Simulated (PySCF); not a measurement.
B(Br)(vinyl)(OH) (C2H4BBrO), SMILES C=CB(O)Br. Atoms are numbered in the order given.

```xyz
9

B     -0.3187     0.5690     0.0000
Br     0.1920    -1.3230     0.0000
C      0.7828     1.6598     0.0000
C      0.4813     2.9688     0.0000
H      1.8363     1.3606     0.0000
H      1.2518     3.7474     0.0000
H     -0.5595     3.3096     0.0000
O     -1.6273     0.8924     0.0000
H     -2.2220     0.1313     0.0000
```

The structure is a stationary point at B3LYP-D3(BJ)/def2-SVP. The structure was generated by enumeration, and PubChem lists no compound with its InChIKey, so it may never have been made. One conformer was computed; it need not be the lowest.

All values below come from PySCF with CAM-B3LYP/def2-TZVP.

ESP charges are fitted to the potential on shells at 1.4 to 2.0 van der Waals radii. Atomic charges (e):

| atom | ESP fit | IAO |
|---|---|---|
| B1 | 0.27 | 0.32 |
| Br2 | -0.19 | (withheld) |
| C3 | -0.10 | (withheld) |
| C4 | -0.33 | -0.23 |
| H5 | 0.10 | 0.15 |
| H6 | 0.16 | 0.15 |
| H7 | 0.18 | 0.15 |
| O8 | -0.50 | (withheld) |
| H9 | 0.40 | (withheld) |

Q: Fill in the missing entries. (The exact figures need the calculation; the answer reports its results.)

A: 
- Br2, IAO: -0.12
- C3, IAO: -0.30
- O8, IAO: -0.52
- H9, IAO: 0.38

Computed Mayer and Wiberg (Löwdin basis) orders of the bonds:
| bond | Mayer | Wiberg |
|---|---|---|
| B1–Br2 | 1.22 | 1.92 |
| B1–C3 | 1.07 | 1.25 |
| C3–C4 | 1.82 | 2.09 |
| C3–H5 | 0.96 | 0.81 |
| C4–H6 | 0.96 | 0.89 |
| C4–H7 | 0.96 | 0.88 |
| B1–O8 | 1.40 | 2.04 |
| O8–H9 | 0.86 | 0.93 |
